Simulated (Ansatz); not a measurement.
`C#[C][In]([Cl])[Cl]` + HCl → `[Cl][In]([Cl])[Cl]` + `C#C` at 600 K and 1 bar (ligand exchange at the In–C bond).

Computed with Ansatz on PBE0-D4/def2-TZVP structures; ΔE is electronic, products minus reactants. CCSD(T)/CBS is the MP2 limit (def2-TZVPP, def2-QZVPP) plus CCSD(T) − MP2 in def2-TZVPP, frozen cores. This one scheme is used for every species. Elements past krypton have def2 core potentials. For In outer-core shells are correlated without core-valence functions, which leaves a few kJ/mol of doubt a bond.

| species | CCSD(T)/CBS energy (Eh) | H − E (kJ/mol) | S (J/(mol·K)) |
| --- | --- | --- | --- |
| `C#[C][In]([Cl])[Cl]` | -1186.11436 | 107.4 | 444.2 |
| HCl | -460.38127 | 35.4 | 207.2 |
| `[Cl][In]([Cl])[Cl]` | -1569.29867 | 51.0 | 396.5 |
| `C#C` | -77.22717 | 96.2 | 235.4 |

H − E and S are ideal-gas, rigid-rotor, harmonic terms from PBE0-D4/def2-TZVP. 1 Eh = 2625.50 kJ/mol, R = 8.31446 J/(mol·K).

**Question.** By hand: ΔE, ΔH, ΔS and ΔG.

**Answer.** ΔE = (-1569.29867) + (-77.22717) − (-1186.11436) − (-460.38127) = -0.03021 Eh = -79.3 kJ/mol. Δ(H − E) = 51.0 + 96.2 − 107.4 − 35.4 = 4.4, so ΔH = -74.9 kJ/mol. ΔS = 396.5 + 235.4 − 444.2 − 207.2 = -19.5 J/(mol·K). ΔG = -74.9 − 600 × (-19.5)/1000 = -63.2 kJ/mol.

**Question.** By hand: the equilibrium constant, and the temperature at which ΔG would vanish if ΔH and ΔS stayed fixed.

**Answer.** log₁₀ K = −ΔG/(RT ln 10) = 5.5. ΔG = 0 at ΔH/ΔS = 3841 K, far beyond where these terms or the molecules hold.

ΔH outweighs TΔS. A doubt of 5 kJ/mol in ΔE shifts log₁₀ K by 0.4 here. These are equilibria of isolated gas molecules and say nothing of rates. Largest T1 diagnostic: 0.013 (customary marks: 0.02 for closed shells, 0.045 for open ones).
